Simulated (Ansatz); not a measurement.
`C=[C]([SiH3])[GaH2]` + CH₃SH → `[SiH3]CS` + `C=[CH][GaH2]` at 600 K and 1 bar (formal exchange of groups at the Si–C bond).

Gas-phase electronic energies from Ansatz, PBE0-D4/def2-TZVP geometries. CCSD(T)/CBS adds triple-zeta CCSD(T) − MP2 to the extrapolated MP2 energy (def2 sets, frozen cores). This one scheme is used for every species. For Ga outer-core shells are correlated without core-valence functions, which leaves a few kJ/mol of doubt a bond. Scalar relativity is left out up to krypton. One conformer a species, not always the lowest.

```json
{"species": "`C=[C]([SiH3])[GaH2]`", "CCSD(T)/CBS energy (Eh)": "-2293.28821", "H − E (kJ/mol)": "249.5", "S (J/(mol·K))": "451.4"}
{"species": "CH₃SH", "CCSD(T)/CBS energy (Eh)": "-438.22835", "H − E (kJ/mol)": "152.3", "S (J/(mol·K))": "296.8"}
{"species": "`[SiH3]CS`", "CCSD(T)/CBS energy (Eh)": "-728.50660", "H − E (kJ/mol)": "211.5", "S (J/(mol·K))": "382.4"}
{"species": "`C=[CH][GaH2]`", "CCSD(T)/CBS energy (Eh)": "-2003.00582", "H − E (kJ/mol)": "189.2", "S (J/(mol·K))": "364.0"}
```

H − E and S are ideal-gas, rigid-rotor, harmonic terms from PBE0-D4/def2-TZVP, for one conformer and one mirror image of each species. 1 Eh = 2625.50 kJ/mol, R = 8.31446 J/(mol·K).

By hand: ΔE, ΔH, ΔS and ΔG.

ΔE = (-728.50660) + (-2003.00582) − (-2293.28821) − (-438.22835) = 0.00414 Eh = 10.9 kJ/mol. Δ(H − E) = 211.5 + 189.2 − 249.5 − 152.3 = -1.1, so ΔH = 9.8 kJ/mol. ΔS = 382.4 + 364.0 − 451.4 − 296.8 = -1.8 J/(mol·K). ΔG = 9.8 − 600 × (-1.8)/1000 = 10.9 kJ/mol.

By hand: the equilibrium constant, and the temperature at which ΔG would vanish if ΔH and ΔS stayed fixed.

log₁₀ K = −ΔG/(RT ln 10) = -0.9. ΔH and −TΔS have one sign here, so there is no such temperature. One of them is within its doubt of zero, so this could turn.

The number of gas molecules stays the same, so ΔS is small and ΔH decides. A doubt of 5 kJ/mol in ΔE shifts log₁₀ K by 0.4 here. Other conformers and mirror images would add mixing entropy, several J/(mol·K) or more a flexible species. These are equilibria of isolated gas molecules and say nothing of rates. Largest T1 diagnostic: 0.013 (customary marks: 0.02 for closed shells, 0.045 for open ones).
